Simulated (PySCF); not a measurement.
## Basis and Hamiltonian dependence of the excitation energy of Tl²⁺

Tl²⁺ [Xe] 4f14 5d10 6s1 (2S) → Tl²⁺ [Xe] 4f14 5d9 6s2 (2D). Calculated with PySCF 2.14 from differences of total energies of unrestricted determinants, without spin-orbit coupling. Values in eV.

```tsv
basis	Hamiltonian	functions	UHF	r2SCAN	PBE0
aug-cc-pwCVDZ-PP with ECP60MDF	ECP	48	9.695	9.128	9.133
aug-cc-pVTZ-PP with ECP60MDF	ECP	55	9.758	9.163	9.134
def2-TZVPPD with the def2 core potential (60 electrons)	ECP	56	9.693	9.159	9.129
aug-cc-pVTZ-PP with one added diffuse shell each of d, f type with ECP60MDF	ECP	67	9.758	9.163	9.135
aug-cc-pVQZ-DK3	spin-free X2C	118	9.645	n/a	n/a
aug-cc-pwCVTZ-DK3 with one added diffuse shell each of s, d, f type	spin-free X2C	138	9.533	n/a	n/a
x2c-QZVPPall	spin-free X2C	142	9.554	8.922	9.000
```

Estimate the row for aug-cc-pwCVTZ-DK3 (spin-free X2C, 125 functions).

From the rows with the same Hamiltonian and similar size; the calculation gives UHF 9.53; r2SCAN 8.89; PBE0 8.98 (eV).
